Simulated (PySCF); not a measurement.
Ionisation energy of Tl⁺ by level of theory

Tl⁺ [Xe] 4f14 5d10 6s2 (1S) → Tl²⁺ [Xe] 4f14 5d10 6s1 (2S), as a difference of total energies. Computed with PySCF 2.14 in aug-cc-pVQZ-PP with ECP60MDF (7s7p5d3f2g, 92 functions), with a scalar-relativistic core potential. Correlated levels: valence: 5s2 5p6 5d10 frozen. The calculations carry no spin-orbit coupling.

```json
{"method": "UHF", "ionisation energy (eV)": "18.363", "error (eV)": "-2.065"}
{"method": "LDA", "ionisation energy (eV)": "20.973", "error (eV)": "+0.545"}
{"method": "PBE", "ionisation energy (eV)": "20.506", "error (eV)": "+0.078"}
{"method": "PBE0", "ionisation energy (eV)": "20.189", "error (eV)": "-0.239"}
{"method": "r2SCAN", "ionisation energy (eV)": "20.321", "error (eV)": "-0.107"}
{"method": "B97-3", "ionisation energy (eV)": "20.170", "error (eV)": "-0.258"}
{"method": "wB97M-V", "ionisation energy (eV)": "19.998", "error (eV)": "-0.430"}
{"method": "MN15", "ionisation energy (eV)": "20.616", "error (eV)": "+0.188"}
{"method": "MP2 (valence)", "ionisation energy (eV)": "18.937", "error (eV)": "-1.491"}
{"method": "SCS-MP2 (valence)", "ionisation energy (eV)": "19.052", "error (eV)": "-1.376"}
```

Reference: 20.428 eV (measured; NIST Atomic Spectra Database, ionization energies).

Errors of the correlated levels include the incompleteness of this basis and the frozen core.

MP2 underrates the near-degeneracy of ns² with np² in the lower species.
